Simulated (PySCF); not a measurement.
# Basis-set dependence of population analyses: `[C-]#[N+]C1CCCCC1`

Compound: C7H11N.
Structure used (PBE0-D3(BJ)/def2-SVP), in Å, numbered top down from 1:
```
atom  x, y, z in Å
C1    -0.5294    3.9135    0.6253
N2    -0.4656    2.8126    0.2262
C3    -0.3820    1.4705   -0.2233
C4    -1.5310    0.6338    0.3444
C5    -1.4330   -0.8124   -0.1264
C6    -0.0793   -1.4244    0.2185
C7     1.0652   -0.5837   -0.3377
C8     0.9775    0.8635    0.1317
H9    -0.4774    1.4920   -1.3244
H10   -1.4782    0.6801    1.4457
H11   -2.4917    1.0845    0.0518
H12   -1.5834   -0.8507   -1.2205
H13   -2.2502   -1.4030    0.3163
H14    0.0196   -1.4905    1.3168
H15   -0.0169   -2.4563   -0.1616
H16    2.0376   -1.0101   -0.0456
H17    1.0360   -0.6114   -1.4419
H18    1.1021    0.9170    1.2268
H19    1.7783    1.4758   -0.3106
```

PBE0 throughout (PySCF), one geometry, spherical d and f functions. One conformer (not necessarily the lowest) at the PBE0-D3(BJ)/def2-SVP geometry, without solvent, vibrations or thermal averaging. Atoms taken as equivalent share a column and are averaged. The first 7 of 13 kinds of atom are listed.

Mulliken charges (e):

| basis | functions | C1 | N2 | C3 | C4/C8 | C5/C7 | C6 | H9 |
| --- | --- | --- | --- | --- | --- | --- | --- | --- |
| STO-3G | 51 | +0.017 | -0.256 | +0.031 | -0.140 | -0.143 | -0.143 | +0.103 |
| pcSseg-0 | 94 | +0.091 | -0.499 | -0.094 | -0.420 | -0.493 | -0.478 | +0.280 |
| 6-31G | 94 | -0.032 | -0.360 | +0.026 | -0.299 | -0.322 | -0.317 | +0.204 |
| 6-31G* | 134 | -0.100 | -0.187 | -0.037 | -0.327 | -0.336 | -0.328 | +0.197 |
| cc-pVDZ | 167 | -0.210 | -0.055 | -0.005 | -0.007 | -0.059 | -0.054 | +0.055 |
| def2-SVP | 167 | -0.190 | -0.090 | +0.006 | -0.022 | -0.056 | -0.066 | +0.057 |
| pcSseg-1 | 191 | -0.021 | -0.359 | -0.003 | -0.168 | -0.229 | -0.228 | +0.140 |
| 6-311+G(2d,p) | 282 | -0.317 | +0.376 | -0.468 | -0.078 | -0.411 | -0.227 | +0.140 |
| aug-cc-pVDZ | 283 | -0.863 | +0.185 | +0.442 | +0.737 | +0.508 | +0.556 | -0.447 |
| def2-TZVP | 314 | -0.273 | +0.082 | -0.053 | -0.194 | -0.203 | -0.197 | +0.106 |

IAO charges (e):

```csv
basis,functions,C1,N2,C3,C4/C8,C5/C7,C6,H9
STO-3G,51,-0.053,-0.122,-0.057,-0.253,-0.255,-0.256,+0.147
pcSseg-0,94,-0.108,-0.107,-0.032,-0.269,-0.271,-0.269,+0.159
6-31G,94,-0.099,-0.121,-0.021,-0.265,-0.266,-0.264,+0.156
6-31G*,134,-0.090,-0.132,-0.009,-0.254,-0.253,-0.251,+0.148
cc-pVDZ,167,-0.102,-0.121,-0.008,-0.254,-0.253,-0.252,+0.149
def2-SVP,167,-0.108,-0.114,-0.009,-0.249,-0.248,-0.247,+0.147
pcSseg-1,191,-0.103,-0.123,-0.011,-0.254,-0.254,-0.253,+0.150
"6-311+G(2d,p)",282,-0.115,-0.115,-0.011,-0.259,-0.259,-0.258,+0.154
aug-cc-pVDZ,283,-0.116,-0.115,-0.009,-0.259,-0.258,-0.257,+0.153
def2-TZVP,314,-0.112,-0.117,-0.009,-0.260,-0.260,-0.258,+0.153
```

Hirshfeld charges (e):

| basis | functions | C1 | N2 | C3 | C4/C8 | C5/C7 | C6 | H9 |
| --- | --- | --- | --- | --- | --- | --- | --- | --- |
| STO-3G | 51 | -0.103 | -0.106 | +0.101 | -0.012 | -0.013 | -0.015 | +0.026 |
| pcSseg-0 | 94 | -0.128 | -0.045 | +0.060 | -0.056 | -0.050 | -0.053 | +0.041 |
| 6-31G | 94 | -0.120 | -0.070 | +0.059 | -0.053 | -0.052 | -0.054 | +0.046 |
| 6-31G* | 134 | -0.122 | -0.067 | +0.054 | -0.054 | -0.054 | -0.057 | +0.047 |
| cc-pVDZ | 167 | -0.128 | -0.048 | +0.050 | -0.063 | -0.060 | -0.062 | +0.048 |
| def2-SVP | 167 | -0.130 | -0.044 | +0.050 | -0.065 | -0.061 | -0.063 | +0.048 |
| pcSseg-1 | 191 | -0.114 | -0.060 | +0.046 | -0.067 | -0.064 | -0.066 | +0.050 |
| 6-311+G(2d,p) | 282 | -0.115 | -0.076 | +0.037 | -0.069 | -0.069 | -0.071 | +0.058 |
| aug-cc-pVDZ | 283 | -0.113 | -0.072 | +0.036 | -0.074 | -0.072 | -0.075 | +0.058 |
| def2-TZVP | 314 | -0.119 | -0.068 | +0.040 | -0.070 | -0.069 | -0.071 | +0.056 |

ESP-fitted charges (e):

```json
{"basis": "STO-3G", "functions": "51", "C1": "-0.403", "N2": "+0.315", "C3": "-0.099", "C4/C8": "-0.045", "C5/C7": "-0.163", "C6": "-0.061", "H9": "+0.078"}
{"basis": "pcSseg-0", "functions": "94", "C1": "-0.448", "N2": "+0.307", "C3": "-0.050", "C4/C8": "-0.073", "C5/C7": "-0.166", "C6": "-0.036", "H9": "+0.086"}
{"basis": "6-31G", "functions": "94", "C1": "-0.455", "N2": "+0.356", "C3": "-0.143", "C4/C8": "-0.018", "C5/C7": "-0.126", "C6": "-0.027", "H9": "+0.089"}
{"basis": "6-31G*", "functions": "134", "C1": "-0.428", "N2": "+0.292", "C3": "-0.056", "C4/C8": "-0.060", "C5/C7": "-0.113", "C6": "-0.038", "H9": "+0.078"}
{"basis": "cc-pVDZ", "functions": "167", "C1": "-0.457", "N2": "+0.330", "C3": "-0.079", "C4/C8": "-0.043", "C5/C7": "-0.093", "C6": "-0.021", "H9": "+0.079"}
{"basis": "def2-SVP", "functions": "167", "C1": "-0.475", "N2": "+0.355", "C3": "-0.092", "C4/C8": "-0.029", "C5/C7": "-0.096", "C6": "-0.011", "H9": "+0.078"}
{"basis": "pcSseg-1", "functions": "191", "C1": "-0.433", "N2": "+0.275", "C3": "-0.019", "C4/C8": "-0.042", "C5/C7": "-0.091", "C6": "-0.002", "H9": "+0.067"}
{"basis": "6-311+G(2d,p)", "functions": "282", "C1": "-0.452", "N2": "+0.283", "C3": "-0.008", "C4/C8": "-0.075", "C5/C7": "-0.103", "C6": "-0.021", "H9": "+0.075"}
{"basis": "aug-cc-pVDZ", "functions": "283", "C1": "-0.460", "N2": "+0.299", "C3": "-0.020", "C4/C8": "-0.074", "C5/C7": "-0.095", "C6": "-0.022", "H9": "+0.077"}
{"basis": "def2-TZVP", "functions": "314", "C1": "-0.454", "N2": "+0.288", "C3": "-0.002", "C4/C8": "-0.078", "C5/C7": "-0.093", "C6": "-0.021", "H9": "+0.072"}
```

Task: Which scheme is steadiest as the basis changes?

Result: Largest range over the bases for any column: IAO 0.06 e, Hirshfeld 0.06 e, ESP-fitted 0.14 e, Mulliken 1.16 e. IAO and Hirshfeld charges move least and Mulliken charges most, counted in e. Without the minimal STO-3G basis the ranges are IAO 0.03, Hirshfeld 0.03, ESP-fitted 0.14, Mulliken 1.16 e.

Task: How much do the charges still move between the two largest bases, aug-cc-pVDZ and def2-TZVP?

Result: At most, over all atoms: Mulliken 0.931 e, IAO 0.003 e, Hirshfeld 0.006 e, ESP-fitted 0.018 e.

Task: What do the same runs give for the total energy, the frontier levels and the dipole moment?

Result: 
```tsv
basis	energy (Eh)	HOMO (eV)	LUMO (eV)	μ (D)
STO-3G	-323.7346	-5.68	4.66	3.59
pcSseg-0	-326.9591	-8.37	1.02	4.22
6-31G	-327.5996	-8.02	1.33	4.13
6-31G*	-327.6870	-8.12	1.38	4.10
cc-pVDZ	-327.7117	-8.26	1.10	4.24
def2-SVP	-327.4583	-8.30	0.98	4.30
pcSseg-1	-327.6506	-8.45	0.83	4.22
6-311+G(2d,p)	-327.7796	-8.54	0.03	4.43
aug-cc-pVDZ	-327.7295	-8.51	-0.26	4.43
def2-TZVP	-327.8048	-8.50	0.67	4.38
```

The dipole is fixed by the density alone, so its range of 0.84 D shows that the density itself changes with the basis, not only its division among atoms.
